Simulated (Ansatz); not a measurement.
`BCN=C` + H₂O → `C=NCO` + BH₃ at 298.15 K and 1 bar (formal hydrolysis of a C–B bond).

Program: Ansatz. Geometries: PBE0-D4/def2-TZVP. ΔE: electronic, gas phase. CCSD(T)/CBS adds triple-zeta CCSD(T) − MP2 to the extrapolated MP2 energy (def2 sets, frozen cores). This one scheme is used for every species. Each species was taken in one conformer, which may not be the lowest.

```json
{"species": "`BCN=C`", "CCSD(T)/CBS energy (Eh)": "-159.15053", "H − E (kJ/mol)": "221.3", "S (J/(mol·K))": "295.7"}
{"species": "H₂O", "CCSD(T)/CBS energy (Eh)": "-76.37941", "H − E (kJ/mol)": "66.4", "S (J/(mol·K))": "188.7"}
{"species": "`C=NCO`", "CCSD(T)/CBS energy (Eh)": "-208.94686", "H − E (kJ/mol)": "208.6", "S (J/(mol·K))": "288.4"}
{"species": "BH₃", "CCSD(T)/CBS energy (Eh)": "-26.55200", "H − E (kJ/mol)": "78.7", "S (J/(mol·K))": "188.3"}
```

H − E and S are ideal-gas, rigid-rotor, harmonic terms from PBE0-D4/def2-TZVP, for one conformer and one mirror image of each species. 1 Eh = 2625.50 kJ/mol, R = 8.31446 J/(mol·K).

Q: By hand: ΔE, ΔH, ΔS and ΔG.

A: ΔE = (-208.94686) + (-26.55200) − (-159.15053) − (-76.37941) = 0.03108 Eh = 81.6 kJ/mol. Δ(H − E) = 208.6 + 78.7 − 221.3 − 66.4 = -0.4, so ΔH = 81.2 kJ/mol. ΔS = 288.4 + 188.3 − 295.7 − 188.7 = -7.7 J/(mol·K). ΔG = 81.2 − 298.15 × (-7.7)/1000 = 83.5 kJ/mol.

Q: By hand: the equilibrium constant, and the temperature at which ΔG would vanish if ΔH and ΔS stayed fixed.

A: log₁₀ K = −ΔG/(RT ln 10) = -14.6. ΔH and −TΔS have one sign here, so there is no such temperature.

The number of gas molecules stays the same, so ΔS is small and ΔH decides. A doubt of 5 kJ/mol in ΔE shifts log₁₀ K by 0.9 here. Other conformers and mirror images would add mixing entropy, several J/(mol·K) or more a flexible species. These are equilibria of isolated gas molecules and say nothing of rates. Largest T1 diagnostic: 0.012 (customary marks: 0.02 for closed shells, 0.045 for open ones).

ΔS is within the doubt of such terms, so its sign, and with it that verdict, could turn.
